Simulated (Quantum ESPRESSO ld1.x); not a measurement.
All-electron atom: Tb I in [Xe] 4f9 6s2. Method: Dirac Kohn-Sham, revPBE, spin-unpolarised, spherical densities, point nucleus; open shells fill j = l - 1/2 first; computed with ld1.x of Quantum ESPRESSO 7.5.

Normalised radial functions P(r) = r R(r) (large component), r in bohr:

r	5s1/2	5p1/2	4f5/2
0.001441	0.0590	0.0047	0.0000
0.002292	0.0833	0.0084	0.0000
0.003645	0.1130	0.0153	0.0000
0.005797	0.1432	0.0287	0.0000
0.009294	0.1600	0.0544	0.0000
0.01478	0.1350	0.0985	0.0002
0.02351	0.0346	0.1620	0.0008
0.03739	-0.1380	0.2173	0.0040
0.05994	-0.2544	0.1773	0.0184
0.09533	-0.0694	-0.0509	0.0719
0.1516	0.3212	-0.3083	0.2289
0.2411	0.1678	-0.1013	0.5520
0.3866	-0.5018	0.4403	0.9427
0.6148	-0.1010	0.1446	1.0587
0.9779	0.9061	-0.7423	0.8026
1.555	0.8319	-0.8679	0.4441
2.473	0.2396	-0.3609	0.1844
3.965	0.0193	-0.0545	0.0593
6.307	0.0003	-0.0022	0.0137
10.03	0.0000	0.0000	0.0017

5s1/2: eigenvalue -47.354 eV, 4 radial nodes at r = 0.0261, 0.104, 0.271, 0.642 bohr, <r> = 1.33 bohr, 90 % of the charge inside 1.92 bohr. 5p1/2: eigenvalue -27.876 eV, 3 radial nodes at r = 0.0881, 0.262, 0.663 bohr, <r> = 1.50 bohr, 90 % of the charge inside 2.21 bohr. 4f5/2: eigenvalue -3.302 eV, 0 radial nodes, <r> = 0.901 bohr, 90 % of the charge inside 1.58 bohr.
